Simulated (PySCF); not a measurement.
C4H4ClF2N.
SMILES with atom numbers: `[N:1]#[C:2][C@@:3]([F:4])([CH2:5][F:6])[CH2:7][Cl:8]` (hydrogens: H9, H10 on C5; H11, H12 on C7)

The same species was optimised twice, with GFN2-xTB and with PBE0-D3(BJ)/def2-SVP (PySCF), and the same property calculations (PySCF, gas phase) were run on both structures.

```tsv
coordinate	GFN2-xTB	PBE0-D3(BJ)/def2-SVP	change
N1≡C2 (Å)	1.140	1.156	+0.016
C2–C3 (Å)	1.461	1.474	+0.013
C3–C5 (Å)	1.538	1.525	-0.013
C3–F4 (Å)	1.387	1.375	-0.012
C7–Cl8 (Å)	1.779	1.770	-0.009
C3–C7 (Å)	1.533	1.527	-0.006
C5–F6 (Å)	1.364	1.362	-0.002
C3–C7–Cl8 (°)	109.8	111.7	+1.9
F4–C3–C7 (°)	107.4	105.8	-1.6
C2–C3–C7 (°)	110.6	111.9	+1.3
C3–C5–F6 (°)	110.4	109.3	-1.1
N1–C2–C3 (°)	179.4	178.4	-1.0
C5–C3–C7 (°)	112.7	112.9	+0.2
C2–C3–C5 (°)	109.0	108.9	-0.1
C2–C3–F4 (°)	108.3	108.4	+0.1
C2–C3–C5–F6 (°)	171	174	+3
C2–C3–C7–Cl8 (°)	-55	-60	-5
```

Rotational constants: A = 1789, B = 1575, C = 1090 MHz (GFN2-xTB) against A = 1758, B = 1581, C = 1081 MHz (PBE0-D3(BJ)/def2-SVP). Point groups within 0.08 Å: C1 and C1.

On the GFN2-xTB structure: lowest singlet, TDDFT (eV) 6.92 [B3LYP/def2-SVPD]; isotropic polarisability (au) 66.0 [B3LYP/def2-SVPD]; HOMO (eV) -9.06 [B3LYP/def2-SVPD]; LUMO (eV) -1.06 [B3LYP/def2-SVPD]; dipole (D) 1.90 [B3LYP/def2-SVPD]; HOMO (eV) -9.29 [PBE0/pcSseg-1]; LUMO (eV) -0.61 [PBE0/pcSseg-1]; dipole (D) 1.93 [PBE0/pcSseg-1]; GIAO shielding of N1 (ppm) -55.2 [PBE0/pcSseg-1]; GIAO shielding of C2 (ppm) 68.2 [PBE0/pcSseg-1]; GIAO shielding of C3 (ppm) 94.5 [PBE0/pcSseg-1]; GIAO shielding of F4 (ppm) 352.5 [PBE0/pcSseg-1]; GIAO shielding of C5 (ppm) 100.9 [PBE0/pcSseg-1]; GIAO shielding of F6 (ppm) 433.5 [PBE0/pcSseg-1]; GIAO shielding of C7 (ppm) 139.0 [PBE0/pcSseg-1]; GIAO shielding of Cl8 (ppm) 868.3 [PBE0/pcSseg-1].

**Question.** What do these properties become on the PBE0-D3(BJ)/def2-SVP structure?

**Answer.** 
```json
{"property": "lowest singlet, TDDFT (eV)", "level": "B3LYP/def2-SVPD", "on GFN2-xTB": "6.92", "on PBE0-D3(BJ)/def2-SVP": "6.92", "change": "0.00"}
{"property": "isotropic polarisability (au)", "level": "B3LYP/def2-SVPD", "on GFN2-xTB": "66.0", "on PBE0-D3(BJ)/def2-SVP": "66.4", "change": "+0.4"}
{"property": "HOMO (eV)", "level": "B3LYP/def2-SVPD", "on GFN2-xTB": "-9.06", "on PBE0-D3(BJ)/def2-SVP": "-9.05", "change": "+0.01"}
{"property": "LUMO (eV)", "level": "B3LYP/def2-SVPD", "on GFN2-xTB": "-1.06", "on PBE0-D3(BJ)/def2-SVP": "-1.08", "change": "-0.02"}
{"property": "dipole (D)", "level": "B3LYP/def2-SVPD", "on GFN2-xTB": "1.90", "on PBE0-D3(BJ)/def2-SVP": "1.83", "change": "-0.07"}
{"property": "energy, GFN2-xTB geometry as zero (kcal/mol)", "level": "B3LYP/def2-SVPD", "on GFN2-xTB": "0.0", "on PBE0-D3(BJ)/def2-SVP": "-0.8", "change": "-0.8"}
{"property": "HOMO (eV)", "level": "PBE0/pcSseg-1", "on GFN2-xTB": "-9.29", "on PBE0-D3(BJ)/def2-SVP": "-9.28", "change": "+0.01"}
{"property": "LUMO (eV)", "level": "PBE0/pcSseg-1", "on GFN2-xTB": "-0.61", "on PBE0-D3(BJ)/def2-SVP": "-0.65", "change": "-0.04"}
{"property": "dipole (D)", "level": "PBE0/pcSseg-1", "on GFN2-xTB": "1.93", "on PBE0-D3(BJ)/def2-SVP": "1.83", "change": "-0.10"}
{"property": "energy, GFN2-xTB geometry as zero (kcal/mol)", "level": "PBE0/pcSseg-1", "on GFN2-xTB": "0.0", "on PBE0-D3(BJ)/def2-SVP": "-0.8", "change": "-0.8"}
{"property": "GIAO shielding of N1 (ppm)", "level": "PBE0/pcSseg-1", "on GFN2-xTB": "-55.2", "on PBE0-D3(BJ)/def2-SVP": "-61.2", "change": "-6.0"}
{"property": "GIAO shielding of C2 (ppm)", "level": "PBE0/pcSseg-1", "on GFN2-xTB": "68.2", "on PBE0-D3(BJ)/def2-SVP": "64.8", "change": "-3.4"}
{"property": "GIAO shielding of C3 (ppm)", "level": "PBE0/pcSseg-1", "on GFN2-xTB": "94.5", "on PBE0-D3(BJ)/def2-SVP": "94.9", "change": "+0.4"}
{"property": "GIAO shielding of F4 (ppm)", "level": "PBE0/pcSseg-1", "on GFN2-xTB": "352.5", "on PBE0-D3(BJ)/def2-SVP": "355.3", "change": "+2.8"}
{"property": "GIAO shielding of C5 (ppm)", "level": "PBE0/pcSseg-1", "on GFN2-xTB": "100.9", "on PBE0-D3(BJ)/def2-SVP": "102.0", "change": "+1.1"}
{"property": "GIAO shielding of F6 (ppm)", "level": "PBE0/pcSseg-1", "on GFN2-xTB": "433.5", "on PBE0-D3(BJ)/def2-SVP": "434.6", "change": "+1.1"}
{"property": "GIAO shielding of C7 (ppm)", "level": "PBE0/pcSseg-1", "on GFN2-xTB": "139.0", "on PBE0-D3(BJ)/def2-SVP": "139.2", "change": "+0.2"}
{"property": "GIAO shielding of Cl8 (ppm)", "level": "PBE0/pcSseg-1", "on GFN2-xTB": "868.3", "on PBE0-D3(BJ)/def2-SVP": "881.4", "change": "+13.1"}
```

The heavy atoms differ by 0.059 Å rms after alignment. Among bonds between heavy atoms N1≡C2 changes most (+0.016 Å). Changes are differences of the printed values. Neither structure is proved a minimum here.

The values belong to the conformer `[N:1]#[C:2][C@@:3]([F:4])([CH2:5][F:6])[CH2:7][Cl:8]`: C2–C3–C5–F6 174°, C2–C3–C7–Cl8 -60°.
